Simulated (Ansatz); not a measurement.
`CBCCO`, relaxed with RKS PBE-D4/def2-SVP in Ansatz from a rough embedded geometry. The force threshold is 0.03 eV/Å; the program also tests the step.

Total charge 0; spin multiplicity 1.

Start:

```xyz
14

C     0.744   -1.611   -0.795
B     1.249   -0.458    0.081
C     0.346    0.785    0.492
C    -1.076    0.815    0.030
O    -1.778    1.913    0.369
H    -0.179   -2.137   -0.302
H     1.498   -2.375   -0.959
H     0.350   -1.217   -1.776
H     2.367   -0.527    0.491
H     0.340    0.827    1.650
H     0.860    1.703    0.161
H    -1.059    0.732   -1.100
H    -1.638   -0.191    0.316
H    -2.022    1.740    1.342
```

| step | energy (eV) | largest force (eV/Å) | largest move (Å) |
| --- | --- | --- | --- |
| 1 | -5968.0732 | 3.851 | 0.000 |
| 2 | -5968.4062 | 1.649 | 0.099 |
| 3 | -5968.4578 | 0.484 | 0.065 |
| 4 | -5968.4733 | 0.089 | 0.064 |
| 5 | -5968.4760 | 0.061 | 0.066 |
| 6 | -5968.4766 | 0.085 | 0.047 |
| 7 | -5968.4768 | 0.040 | 0.006 |
| 8 | -5968.4771 | 0.013 | 0.019 |
| 9 | -5968.4774 | 0.017 | 0.044 |
| 10 | -5968.4775 | 0.022 | 0.034 |
| 11 (rejected) | -5968.4773 | 0.061 | 0.032 |
| 12 | -5968.4776 | 0.011 | 0.015 |

End:

```xyz
14

C     0.791   -1.633   -0.843
B     1.232   -0.482    0.129
C     0.288    0.710    0.531
C    -1.160    0.723    0.047
O    -1.854    1.926    0.336
H    -0.132   -2.124   -0.457
H     1.550   -2.412   -1.044
H     0.473   -1.193   -1.817
H     2.362   -0.468    0.601
H     0.335    0.813    1.644
H     0.805    1.638    0.178
H    -1.192    0.618   -1.059
H    -1.698   -0.173    0.453
H    -1.801    2.059    1.301
```

It took 15 s on 4 threads of a server CPU on a shared host, with 0.17 GiB of host memory at the peak.
